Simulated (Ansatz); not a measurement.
`FCC(F)(F)C(F)(F)F`. Charge 0, multiplicity 1.

Cartesian coordinates in Å:
```
F 2.3389 -0.0486 0.6558
C 1.2493 -0.3522 -0.1079
C 0.0310 0.3321 0.4820
F 0.2079 1.6658 0.5105
F -0.1793 -0.0869 1.7435
C -1.2538 0.0476 -0.3262
F -2.2965 0.6498 0.2200
F -1.4881 -1.2638 -0.3655
F -1.1130 0.4843 -1.5772
H 1.4090 0.0056 -1.1278
H 1.0945 -1.4336 -0.1071
```

**Question.** What are the harmonic wavenumbers in cm⁻¹ at PBE0-D4/def2-TZVP (Ansatz, finite differences of forces, unscaled)? (Estimate.)

**Answer.** Ansatz gave: 61, 91, 158, 219, 269, 336, 338, 373, 443, 531, 593, 593, 740, 819, 977, 1046, 1144, 1203, 1230, 1242, 1283, 1316, 1375, 1438, 1488, 3082, 3143.

**Question.** Is this a minimum?

**Answer.** Yes, all 27 modes are real.

**Question.** Give the ideal-gas thermochemistry at 298.15 K and 1 bar (rigid rotor, harmonic oscillator; point group Cs, symmetry number 1).

**Answer.** Zero-point energy 152.7 kJ/mol; H(298) − E = 176.9 kJ/mol; entropy 379.9 J/(mol·K), of which translation 171.5, rotation 120.7, vibration 87.6; G(298) − E = 63.6 kJ/mol. Modes under 100 cm⁻¹ are hindered rotations or soft bends, so the harmonic entropy is rough.
